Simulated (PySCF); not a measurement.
Molecule: `InChI=1S/C4H12B/c1-5(2,3)4/h1-4H3/q-1`.

Structure with atom numbers: `[CH3:1][B-:2]([CH3:3])([CH3:4])[CH3:5]`; H(Xn) means a hydrogen on atom n.

Geometry PBE0-D3(BJ)/def2-SVP throughout; GIAO in PySCF 2.14.0 with density-fitted response routines, gas phase, one conformer, non-relativistic; equivalent atoms averaged; basis pcSseg-1.

Question: How do the shifts δ (against TMS, BF3·OEt2 at the same level) depend on the functional? (ppm; last column core-seconds on shared hosts with different chips, so compare them loosely; the GGAs took longer than the global hybrids here, which isn't the general rule, and the cause wasn't traced)

Answer: 
| functional | kind | C1/C3/C4/C5 | B2 | H(C1)/H(C3)/H(C4)/H(C5) | core-s |
| --- | --- | --- | --- | --- | --- |
| HF | Hartree–Fock | 17.6 | -20.0 | -0.80 | 5.2 |
| LDA | LDA | 17.3 | -30.5 | -0.71 | 16 |
| PBE | GGA | 17.3 | -29.2 | -0.69 | 19 |
| BLYP | GGA | 17.8 | -26.7 | -0.66 | 20 |
| BP86 | GGA | 17.1 | -28.1 | -0.69 | 20 |
| OPBE | GGA | 16.4 | -29.6 | -0.73 | 19 |
| KT2 | GGA | 16.0 | -26.1 | -0.72 | 19 |
| KT3 | GGA | 16.2 | -25.7 | -0.72 | 19 |
| B97-D | GGA | 17.1 | -25.0 | -0.67 | 19 |
| B3LYP | global hybrid | 17.7 | -25.4 | -0.71 | 12 |
| PBE0 | global hybrid | 17.2 | -27.3 | -0.75 | 15 |
| mPW1PW91 | global hybrid | 17.0 | -26.9 | -0.75 | 11 |
| WP04 | global hybrid | 16.9 | -21.8 | -0.79 | 8.9 |
| B97-2 | global hybrid | 17.0 | -25.7 | -0.73 | 8.9 |
| BHandHLYP | global hybrid | 17.7 | -23.2 | -0.76 | 8.4 |
| CAM-B3LYP | range-separated hybrid | 17.4 | -26.5 | -0.73 | 11 |
| wB97X-D | range-separated hybrid | 16.8 | -26.9 | -0.74 | 11 |
| LC-wPBE | range-separated hybrid | 16.5 | -30.6 | -0.77 | 16 |

Question: Which nucleus moves most, in ppm?

Answer: B2 (boron bonded to 4 C): from -30.6 ppm with LC-wPBE to -20.0 ppm with HF. The smallest spread is 0.14 ppm, at H(C1)/H(C3)/H(C4)/H(C5). Proton shifts span only some 12 ppm, so a few tenths of a ppm matter as much there as several ppm in carbon.
